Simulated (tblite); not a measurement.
C3H10AsNSi.
Bonds: N1–Si2, Si2–As3, As3–C4, C4–C5, C5–C6, C4–C6. Hydrogens: H7, H8 on N1; H9, H10 on Si2; H11 on As3; H12 on C4; H13, H14 on C5; H15, H16 on C6.

Computed with GFN2-xTB (tblite), gas phase: L-BFGS steps from a force-field or distance-geometry start until the largest atomic force falls under 0.01 eV/Å.

Geometry at step 185:
```
atom  x, y, z in Å
N1      3.2773   -0.3922   -0.5163
Si2     1.8555    0.2424    0.2542
As3     0.1206   -1.2098   -0.2808
C4     -1.2293   -0.1287    0.6620
C5     -2.6750   -0.2215    0.2623
C6     -1.8803    1.0002   -0.0867
H7      4.1494    0.1071   -0.3881
H8      3.4537   -1.3939   -0.4367
H9      1.6393    1.5665   -0.3612
H10     2.0293    0.4636    1.7186
H11     0.3647   -2.1084    0.9161
H12    -1.0440    0.0587    1.7208
H13    -2.9445   -0.8913   -0.5480
H14    -3.4238   -0.1495    1.0401
H15    -2.0920    1.9292    0.4267
H16    -1.6084    1.1364   -1.1270
```

**Question.** What forces act on the atoms?

**Answer.** 
```tsv
atom	Fx (eV/Å)	Fy (eV/Å)	Fz (eV/Å)
N1	0.096	-0.239	0.174
Si2	0.172	-0.049	0.021
As3	-0.072	0.036	0.081
C4	-0.017	0.050	0.017
C5	0.089	0.089	-0.001
C6	-0.049	-0.135	0.029
H7	-0.205	-0.113	-0.050
H8	-0.084	0.458	-0.042
H9	0.068	-0.080	0.072
H10	-0.023	0.023	-0.157
H11	0.039	0.014	-0.028
H12	0.000	-0.059	-0.131
H13	0.020	0.037	0.083
H14	-0.014	0.034	-0.078
H15	0.005	-0.078	0.002
H16	-0.025	0.012	0.008
```

The largest, 0.47 eV/Å, acts on H8; the rms over all components is 0.107 eV/Å. The forces sum to zero within rounding, as they must for an isolated molecule in no field.

**Question.** Give the force on H8 in Eh/bohr and in nN.

**Answer.** 0.468 eV/Å ÷ 51.422 = 0.00909 Eh/bohr, and 0.468 eV/Å × 1.602 = 0.75 nN.

**Question.** How far is this geometry from the end of the optimisation?

**Answer.** 0.012 eV above it, and 0.057 Å rms away after alignment. The bonds farthest from their final lengths, with half the difference of the two atoms' forces along the bond (positive lengthens):

```
   bond  now (Å)  final (Å)  force along bond (eV/Å)
  N1–H8    1.020      1.008                    -0.37
 N1–Si2    1.737      1.727                    -0.03
Si2–H10    1.491      1.482                    -0.09
  N1–H7    1.013      1.007                    -0.11
 Si2–H9    1.476      1.470                    -0.02
 As3–C4    1.970      1.964                    -0.03
```

The angle farthest from its final value is As3–Si2–H9, 110.8° against 112.6°.

Of the 2 listed bonds off by 0.010 Å or more, this force points towards the final length in 2.

What follows is the cost of the whole relaxation. Hardware: Arm Neoverse N1, one thread, on a shared host. Cost: 2.2 s wall.
